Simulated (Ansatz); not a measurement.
Consider the atomization: `C[SiH2][N](C)[AlH2]` → Al• + 2 C• + 10 H• + N• + Si•.

Calculated with Ansatz (gas phase, PBE0-D4/def2-TZVP geometries, no zero-point term in ΔE). CCSD(T)/CBS adds triple-zeta CCSD(T) − MP2 to the extrapolated MP2 energy (def2 sets, frozen cores). This one scheme is used for every species, atoms too. DFT in def2-TZVPP. B3LYP here is the variant with VWN-RPA as its local correlation; programs differ in this. Open shells (•) are unrestricted, without spin–orbit coupling. Spin–orbit coupling would lower the free atoms: a little for Al, C, Si. One conformer a species, not always the lowest.

`C[SiH2][N](C)[AlH2]`:

Z-matrix (Å, degrees):
```
C
Si 1 1.869
H 1 1.093 2 111.1
H 1 1.094 2 110.2 3 -119.8
H 1 1.093 2 111.5 3 120.8
N 2 1.733 1 113.0 3 -60.1
H 2 1.488 1 110.3 3 59.6
H 2 1.495 1 108.0 3 178.7
Al 6 1.783 2 123.8 1 118.6
C 6 1.462 2 115.8 1 -63.0
H 9 1.586 6 116.3 2 178.0
H 9 1.581 6 119.3 2 -2.3
H 10 1.097 6 111.6 2 -56.0
H 10 1.094 6 111.0 2 -175.7
H 10 1.096 6 112.0 2 64.5
```

CCSD(T)/CBS gives +1235.2 kcal/mol.

(1) Another level gave +1230.6 kcal/mol. Which?
A. B3LYP/def2-TZVPP
B. ωB97X-V/def2-TZVPP
C. r2SCAN/def2-TZVPP
D. PBE-D4/def2-TZVPP

Largest T1 diagnostic among the species: 0.018.

Results:

(1) C. r2SCAN 1230.6, PBE-D4 1238.5, ωB97X-V 1240.1, B3LYP 1223.4 kcal/mol.

From PBE to PBE0 (25 % exact exchange), in def2-TZVPP and without D4, ΔE moves by −9.4 kcal/mol: exact exchange takes away binding that semilocal exchange gives to molecules. The D4 term adds +12.9 kcal/mol with B3LYP and +6.8 kcal/mol with PBE0; it sums over pairs of atoms, weighted by their polarisabilities, and B3LYP, whose exchange is more repulsive, gets the larger term. In def2-TZVPP, CCSD(T) changes the Hartree–Fock value by +283.4 kcal/mol (the triples alone add +13.5 kcal/mol) and MP2 by +287.9 kcal/mol; breaking electron pairs costs correlation energy, which Hartree–Fock lacks.

For atomizations the MP2-based limit and the directly extrapolated one differ by several kJ/mol either way, and by 10 to 25 for some Ge, Se and Sn compounds, so smaller differences from it don't rank the levels.
